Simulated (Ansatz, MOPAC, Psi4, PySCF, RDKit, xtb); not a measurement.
Pair of molecules: HCl (SMILES Cl) (first 2 atoms) with CH2O (SMILES C=O); geometry from B3LYP-D3(BJ)/def2-TZVP, rigid monomers moved along the line of their centres of mass till H2···O4 is 3.34 Å.
(charge 0, multiplicity 1):
```csv
atom,x (Å),y (Å),z (Å)
Cl,-0.1523,-0.0562,0.4435
H,0.1496,0.4924,1.5878
C,-0.2840,0.2286,5.4675
O,0.3343,1.0728,4.8713
H,-0.3490,0.2380,6.5684
H,-0.8091,-0.5861,4.9397
```

| level | interaction energy (kcal/mol) | minus CCSD(T)/CBS(aug-cc-pV(D+d)Z, aug-cc-pV(T+d)Z) | cost |
|---|---|---|---|
| UFF | -0.26 | 1.25 | - |
| GFN-FF | -1.56 | -0.04 | - |
| AM1 | -0.78 | 0.73 | - |
| PM3 | -0.72 | 0.80 | - |
| PM7 | -1.60 | -0.08 | - |
| GFN1-xTB | -1.11 | 0.40 | - |
| GFN2-xTB | -1.35 | 0.16 | - |
| HF/STO-3G (no counterpoise) | -0.78 | 0.73 | - |
| HF/3-21G (no counterpoise) | -1.66 | -0.15 | - |
| HF/6-31G* (no counterpoise) | -1.68 | -0.16 | - |
| HF/aug-cc-pV(D+d)Z | -1.48 | 0.03 | - |
| HF/aug-cc-pV(T+d)Z | -1.45 | 0.06 | - |
| PBE/def2-TZVPPD | -1.37 | 0.15 | ×1 |
| PBE-D4/def2-TZVPPD | -1.59 | -0.07 | ×1 |
| BP86/6-31G* (no counterpoise) | -1.33 | 0.18 | - |
| r2SCAN/def2-TZVPPD | -1.36 | 0.15 | ×1 |
| r2SCAN-D3(BJ)/def2-TZVPPD | -1.50 | 0.01 | ×1 |
| r2SCAN-D4/def2-TZVPPD | -1.49 | 0.03 | ×1 |
| B3LYP/3-21G (no counterpoise) | -1.47 | 0.04 | - |
| B3LYP/6-31G* | -1.21 | 0.30 | - |
| B3LYP/6-31G* (no counterpoise) | -1.52 | -0.01 | - |
| B3LYP/6-311+G** (no counterpoise) | -1.44 | 0.08 | - |
| B3LYP/def2-TZVPPD | -1.19 | 0.32 | ×1 |
| B3LYP-D3(BJ)/def2-TZVPPD | -1.50 | 0.01 | ×1 |
| PBE0/def2-TZVPPD | -1.38 | 0.13 | ×1 |
| PBE0-D3(BJ)/def2-TZVPPD | -1.62 | -0.10 | ×1 |
| M06-2X/6-31G* (no counterpoise) | -1.74 | -0.23 | - |
| wB97X-V/def2-TZVPPD | -1.55 | -0.03 | ×3 |
| wB97M-V/def2-TZVPPD | -1.50 | 0.01 | ×3 |
| MP2/6-31G* | -1.38 | 0.14 | - |
| MP2/6-31G* (no counterpoise) | -1.71 | -0.20 | - |
| MP2/aug-cc-pV(D+d)Z | -1.53 | -0.01 | - |
| MP2/aug-cc-pV(T+d)Z | -1.54 | -0.02 | - |
| MP2/CBS(aug-cc-pV(D+d)Z, aug-cc-pV(T+d)Z) | -1.55 | -0.04 | - |
| SCS-MP2/aug-cc-pV(D+d)Z | -1.45 | 0.07 | - |
| SCS-MP2/aug-cc-pV(T+d)Z | -1.45 | 0.07 | - |
| CCSD/aug-cc-pV(D+d)Z | -1.46 | 0.06 | - |
| CCSD(T)/aug-cc-pV(D+d)Z | -1.47 | 0.04 | ×4 |
| CCSD(T)/CBS(aug-cc-pV(D+d)Z, aug-cc-pV(T+d)Z) | -1.51 | 0.00 | ×100* |
| SAPT0/jun-cc-pV(D+d)Z | -1.71 | -0.19 | - |

 The comparison column counts from a level with limits of its own.

The rows run from -1.74 (M06-2X/6-31G* (no counterpoise)) to -0.26 kcal/mol (UFF). From aug-cc-pV(D+d)Z to aug-cc-pV(T+d)Z MP2 changes by -0.01. The dispersion term adds -0.22 in PBE-D4, -0.14 in r2SCAN-D3(BJ), -0.12 in r2SCAN-D4. The 6 functionals in def2-TZVPPD without D3 or D4 span 0.36, from wB97X-V to B3LYP.

Monomers are frozen at their geometry in the pair; levels with a basis set take the counterpoise correction. Rows marked so take none. RDKit's UFF carries no charges.

Cores are frozen in the correlated methods. CBS: X⁻³ extrapolation of the correlation energy, Hartree–Fock from the larger set. Rows in 3-21G, 6-311+G**, 6-31G*, STO-3G carry no dispersion term and start afresh at each structure (6-31G* with six Cartesian d functions). MP2/6-31G* freezes PySCF's default core. The state that AM1, PM3, PM7 reach isn't checked; PM7 holds dispersion and hydrogen-bond terms.

Programs: Ansatz (a quantum-chemistry and plane-wave program) with Gaussian orbitals; MOPAC for AM1, PM3, PM7 (differences of heats of formation); Psi4 for SAPT; PySCF for 3-21G rows, 6-311+G** rows, 6-31G* rows, STO-3G rows, the dispersion terms; RDKit for the force fields; xtb for the GFN methods. Values without a source in brackets are computed.

Costs are rough ratios of core time to PBE/def2-TZVPPD (about 5 s over the structures, on one shared machine); a dash marks a level with no comparable run of its own. A star marks coupled-cluster runs past 200 virtual orbitals, where the program's memory plan changes under this machine's limit, so their costs aren't comparable with smaller runs.
